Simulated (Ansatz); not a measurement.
# Worked example: SnBr2 + GeH2(CH3)Br → Sn(CH3)Br + GeH2Br2

Gas-phase species: SnBr2 (tin(ii) bromide) `[Br][Sn][Br]`, singlet; GeH2(CH3)Br, singlet; Sn(CH3)Br, singlet; GeH2Br2 `[Br][GeH2][Br]`, singlet. The partners trade Br for CH3: Sn–Br and Ge–CH3 bonds give way to Sn–CH3 and Ge–Br.

Shapes, held fixed at every level: PBE0-D4/def2-TZVP. Programs: Ansatz 0.2.0. The zero-point and thermal change to 298 K, harmonic and unscaled (PBE0-D4/def2-TZVP), is -3.1 kJ/mol.

At CCSD(T)/def2-TZVPP; 1 Eh = 2625.50 kJ/mol:

```
    species   energy (Eh)
      SnBr2  -5359.184829
GeH2(CH3)Br  -4689.399232
  Sn(CH3)Br  -2826.250486
    GeH2Br2  -7222.301184
```

Work out ΔH(298 K) of the reaction at this level.


1. Products less reactants: (-2826.250486) + (-7222.301184) − [(-5359.184829) + (-4689.399232)] = 0.032391 Eh = +85.0 kJ/mol.
2. With the thermal change: +85.0 + (-3.1) = +81.9 kJ/mol.

Other levels give +81.9 (CCSD/def2-TZVPP) to +91.8 kJ/mol (B3LYP-D4/def2-TZVPP). No measured value is set beside it here. For atoms past krypton def2 sets carry core potentials with scalar relativity. Relativity is left out for Br, Ge. Outer-core shells of Br, Ge, Sn are correlated, in sets that cover them unevenly.
